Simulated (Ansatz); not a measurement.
CH5NOSeSi (`N[SiH]1OC[Se]1`), relaxed with RKS PBE0-D4/def2-TZVP in Ansatz 0.2.0 from a PBE-D4/def2-SVP geometry. The force threshold is 0.005 eV/Å; the program also tests the step.

Total charge 0; spin multiplicity 1.

Start:

```xyz
10

N     1.970   -0.395    0.039
Si    0.322   -0.569   -0.389
O    -0.594    0.848   -0.692
C    -1.625    0.763    0.269
Se   -1.155   -0.904    1.332
H     2.729   -0.651   -0.594
H     2.285    0.128    0.858
H     0.330   -1.483   -1.577
H    -2.624    0.623   -0.196
H    -1.637    1.640    0.950
```

| step | energy (eV) | largest force (eV/Å) | largest move (Å) |
| --- | --- | --- | --- |
| 1 | -77871.1467 | 0.885 | 0.000 |
| 2 | -77871.2107 | 0.581 | 0.030 |
| 3 | -77871.2247 | 0.101 | 0.021 |
| 4 | -77871.2255 | 0.053 | 0.007 |
| 5 (rejected) | -77871.2250 | 0.134 | 0.069 |
| 6 | -77871.2262 | 0.016 | 0.034 |
| 7 | -77871.2263 | 0.032 | 0.026 |
| 8 (rejected) | -77871.2263 | 0.016 | 0.007 |
| 9 | -77871.2264 | 0.004 | 0.002 |

End:

```xyz
10

N     1.949   -0.357    0.018
Si    0.320   -0.539   -0.377
O    -0.564    0.846   -0.658
C    -1.616    0.745    0.276
Se   -1.153   -0.904    1.307
H     2.686   -0.703   -0.571
H     2.280    0.148    0.822
H     0.311   -1.454   -1.542
H    -2.577    0.610   -0.220
H    -1.638    1.607    0.944
```

It took 47 s on 4 threads of an Arm Neoverse V1 on a shared host, with 0.64 GiB of host memory at the peak.
